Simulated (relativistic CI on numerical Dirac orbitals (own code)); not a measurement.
# Hg⁵²⁺: q coefficients and field-shift factors

Computed by Dirac-Coulomb-Breit CI, orbitals from a KLI potential per configuration, derivatives by finite differences, unscaled Slater integrals, QED left out (own radial code, finite nucleus).

Configurations in the expansion (outside the closed core [Ne] 3s2): 3p6.3d10, 3p6.3d9.4s, 3p6.3d9.4p, 3p6.3d9.4d, 3p5.3d10.4s, 3p6.3d9.4f, 3p5.3d10.4p, 3p6.3d8.4s2. Levels of other configurations are missing.

With x = (α/α₀)² − 1 an excitation energy changes as ω = ω₀ + qx; K = 2q/ω₀ is the relative enhancement. Terms are leading LS components, so labels can repeat. The field-shift factor is F = δν/δ⟨r²⟩ for the transition from the lowest level.

Lowest level 3p6.3d10 1S_0.

| Level | ω₀ (cm⁻¹) | q (cm⁻¹) | F (GHz/fm²) |
| --- | --- | --- | --- |
| 3p6.3d9.4s 3D_3 | 15463716 | -2.404e+06 | 4620 |
| 3p6.3d9.4s 1D_2 | 15481061 | -2.401e+06 | 4610 |
| 3p6.3d9.4s 3D_1 | 16244927 | -1.61e+06 | 4650 |
| 3p6.3d9.4s 3D_2 | 16255698 | -1.61e+06 | 4640 |
| 3p6.3d9.4p 3P°_2 | 16378423 | -2.215e+06 | 576 |
| 3p6.3d9.4p 3F°_3 | 16389324 | -2.217e+06 | 570 |
| 3p6.3d9.4p 3F°_2 | 17159764 | -1.425e+06 | 599 |
| 3p6.3d9.4p 3D°_1 | 17190860 | -1.417e+06 | 599 |
| 3p6.3d9.4p 3F°_4 | 17631934 | -630500 | 242 |
| 3p6.3d9.4p 1D°_2 | 17647557 | -632300 | 252 |
| 3p6.3d9.4p 1P°_1 | 17657963 | -630200 | 256 |
| 3p6.3d9.4p 3D°_3 | 17677466 | -627600 | 242 |
| 3p6.3d9.4p 3P°_0 | 18382823 | 168200 | 274 |
| 3p6.3d9.4p 3P°_1 | 18422167 | 162600 | 276 |
| 3p6.3d9.4p 3F°_3 | 18425625 | 163200 | 270 |
| 3p6.3d9.4p 3D°_2 | 18449052 | 163200 | 275 |
| 3p6.3d9.4d 3P_1 | 18943386 | -555400 | 260 |
| 3p6.3d9.4d 3G_4 | 18987455 | -557700 | 257 |
| 3p6.3d9.4d 3D_2 | 19000152 | -555800 | 259 |
| 3p6.3d9.4d 3F_3 | 19021868 | -553600 | 258 |
| 3p6.3d9.4d 1P_1 | 19225834 | -280900 | 267 |
| 3p6.3d9.4d 3G_5 | 19241494 | -280500 | 267 |
| 3p6.3d9.4d 3D_3 | 19277574 | -277000 | 267 |

At this charge energies of transitions that change n are usually good to better than 1 %, and those within a shell (Δn = 0) to a few per cent.

**Question.** Which transition from the lowest level has the largest |K|?

**Answer.** 3p6.3d9.4s 3D_3 at 15463716 cm⁻¹, K = -0.311.
